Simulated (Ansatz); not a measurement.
Computed with Ansatz on PBE0-D4/def2-TZVP structures; ΔE is electronic, products minus reactants. CCSD(T)/CBS adds triple-zeta CCSD(T) − MP2 to the extrapolated MP2 energy (def2 sets, frozen cores). Functionals use def2-TZVPP. B3LYP here is the variant with VWN-RPA as its local correlation; programs differ in this. Elements past krypton have def2 core potentials. For Ge, I outer-core shells are correlated without core-valence functions, which leaves a few kJ/mol of doubt a bond. Scalar relativity is left out up to krypton.

Reaction (formal exchange of groups at the Si–C bond): `[SiH3]C([SiH3])I` + `C=[CH][GeH3]` → `C=[C]([SiH3])[GeH3]` + `[SiH3]CI`

`[SiH3]C([SiH3])I`:

```xyz
11

Si    0.301    0.520   -1.503
C     0.116   -0.692   -0.080
Si   -0.175    0.082    1.607
I    -1.558   -1.972   -0.516
H    -0.915    1.366   -1.582
H     0.495   -0.211   -2.780
H     1.486    1.383   -1.243
H     0.980   -1.360   -0.042
H     0.997    0.935    1.948
H    -0.331   -0.974    2.638
H    -1.396    0.923    1.553
```

`C=[CH][GeH3]`:

Z-matrix (Å, degrees):
```
Ge
C 1 1.938
H 1 1.539 2 110.6
H 1 1.538 2 108.6 3 -120.2
H 1 1.539 2 110.6 3 119.5
C 2 1.327 1 123.1 3 120.1
H 2 1.088 1 118.1 3 -59.9
H 6 1.087 2 121.9 1 -180.0
H 6 1.086 2 122.0 1 0.0
```

`C=[C]([SiH3])[GeH3]`:

```xyz
12

C     0.059   -1.616    0.384
C     0.038   -0.316    0.086
Si    1.503    0.763    0.481
Ge   -1.546    0.435   -0.766
H    -0.776   -2.282    0.171
H     0.920   -2.085    0.860
H     1.105    1.861    1.403
H     2.033    1.391   -0.760
H     2.570   -0.056    1.117
H    -2.576   -0.691   -0.964
H    -1.180    1.051   -2.127
H    -2.151    1.544    0.113
```

`[SiH3]CI`:

```xyz
8

Si    0.858    0.170    0.391
C    -0.697   -0.189   -0.596
I    -2.402   -0.146    0.697
H     0.755    1.514    1.009
H     2.033    0.137   -0.525
H     1.028   -0.861    1.444
H    -0.688   -1.179   -1.050
H    -0.886    0.554   -1.369
```

```csv
level,ΔE (kcal/mol),difference from CCSD(T)/CBS
PBE-D4,-0.1,-0.7
r2SCAN-D4,-0.1,-0.7
PBE0-D4,0.0,-0.6
B3LYP-D4,-0.3,-0.9
ωB97X-V,0.0,-0.6
ωB97M-V,0.3,-0.3
B2PLYP,-0.5,-1.1
PBE,-0.6,-1.2
r2SCAN,-0.2,-0.8
HF/def2-TZVPP,-1.2,-1.8
SCS-MP2/def2-TZVPP,0.2,-0.4
CCSD/def2-TZVPP,0.1,-0.5
HF/def2-QZVPP,-1.1,-1.7
MP2/def2-QZVPP,0.8,0.2
SCS-MP2/def2-QZVPP,0.4,-0.2
HF/CBS(def2),-1.1,-1.7
CCSD(T)/CBS,0.6,0
```

Largest T1 diagnostic among the species: 0.012.

The D4 term adds +0.8 kcal/mol with B3LYP and +0.4 kcal/mol with PBE0; it sums over pairs of atoms, weighted by their polarisabilities, and B3LYP, whose exchange is more repulsive, gets the larger term. In def2-TZVPP, CCSD(T) changes the Hartree–Fock value by +1.4 kcal/mol (the triples alone add +0.2 kcal/mol) and MP2 by +1.7 kcal/mol.
